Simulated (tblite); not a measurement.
C6H11FSi2.
Structure used (GFN2-xTB), in Å, numbered top down from 1:
```
atom  x, y, z in Å
C1    -3.272   -0.641   -2.113
C2    -2.516   -0.166   -1.314
C3    -1.608    0.381   -0.343
Si4   -2.333    0.118    1.404
Si5    0.130   -0.384   -0.617
C6     1.278    0.567    0.544
C7     2.576    0.368    0.706
C8     3.410   -0.654    0.008
F9     2.697   -1.412   -0.886
H10   -3.931   -1.045   -2.821
H11   -1.538    1.460   -0.523
H12   -2.385   -1.310    1.713
H13   -3.683    0.686    1.457
H14   -1.488    0.810    2.384
H15    0.077   -1.809   -0.287
H16    0.516   -0.165   -2.014
H17    0.830    1.357    1.132
H18    3.165    0.964    1.396
H19    4.216   -0.172   -0.561
H20    3.853   -1.352    0.731
```

Calculated harmonic vibrations of the isolated species, GFN2-xTB (tblite), most abundant isotopes, no scaling. The method is semi-empirical: single wavenumbers can be off by several per cent or more. Modes of hydrogen on silicon can be 10 to 20 % off. One conformer, not necessarily the lowest.

Harmonic wavenumbers (cm⁻¹): 34.8, 42.1, 73.5, 75.2, 105.6, 119.3, 141.1, 190.5, 195.1, 293.2, 295.7, 360.6, 379.0, 472.3, 502.2, 543.9, 591.4, 614.9, 631.5, 649.9, 676.1, 701.9, 724.9, 740.8, 773.0, 779.2, 794.1, 800.6, 833.9, 932.9, 943.0, 975.0, 1036.3, 1046.4, 1069.8, 1180.4, 1199.1, 1205.5, 1319.5, 1336.4, 1427.0, 1695.0, 2225.0, 2239.8, 2248.0, 2258.4, 2270.5, 2276.9, 2898.1, 2900.4, 2916.9, 3014.9, 3042.2, 3395.6.

A = 2026, B = 568.1, C = 473.0 MHz; mass 158.038 u (most abundant isotopes); point group C1, symmetry number 1.

Question: What is the zero-point energy?

Answer: ½Σν̃ = 30095 cm⁻¹ = 86.05 kcal/mol.

Question: Entropy at 400 K, 1 bar (ideal gas, RRHO, classical rotation)?

Answer: Translation 42.57, rotation 31.63, vibration 57.79: S = 132.0 cal/(mol K).

Question: And Cp and H(400 K) − H(0)?

Answer: Cp = 59.99 cal/(mol K), of which vibrations give 52.04 (their classical limit is 54 R = 107.3); H(400 K) − H(0) = 14.51 kcal/mol without the zero-point energy, 11.33 from vibrations.

Question: Which modes carry the vibrational entropy at 400 K?

Answer: 34.8 cm⁻¹: 6.12; 42.1 cm⁻¹: 5.74; 73.5 cm⁻¹: 4.64; 75.2 cm⁻¹: 4.59; 105.6 cm⁻¹: 3.92; 119.3 cm⁻¹: 3.68 cal/(mol K); the other 48 give 29.09 together.

Question: Blend soft modes into free rotors: weight 1/[1 + (100 cm⁻¹/ν̃)⁴] for the oscillator and the rest for a rotor with moment μB/(μ + B), μ = h/(8π²ν), B = 10⁻⁴⁴ kg m². What vibrational entropy results?

Answer: 51.67 cal/(mol K) in place of 57.79, which changes −T·S at 400 K by +2.45 kcal/mol.

Question: How do the functions run with temperature in this model?

Answer: 
| T (K) | S (cal/(mol K)) | Cp (cal/(mol K)) | H − H(0) (kcal/mol) | G − H(0) (kcal/mol) | ln q(vib) |
| --- | --- | --- | --- | --- | --- |
| 150 | 89.3 | 30.3 | 3.01 | -10.38 | 5.41 |
| 250 | 107.8 | 43.3 | 6.69 | -20.26 | 9.32 |
| 298.15 | 115.9 | 49.3 | 8.92 | -25.65 | 11.12 |
| 600 | 159.3 | 74.7 | 28.10 | -67.50 | 21.65 |
| 900 | 192.5 | 88.4 | 52.74 | -120.46 | 30.77 |

q(vib) and H(0) count from the zero-point level.

Hindered rotation and anharmonicity are outside this model. Other conformers, if any are populated, would add a mixing term that is left out. The structure is chiral; the term R ln 2 for an equal mix with its mirror image is left out.

Hardware: an Arm Neoverse N1 with one thread, shared host with 64 logical CPUs at a one-minute load of 61. Cost: 1.7 s wall. This covers the Hessian and the dipole derivatives.
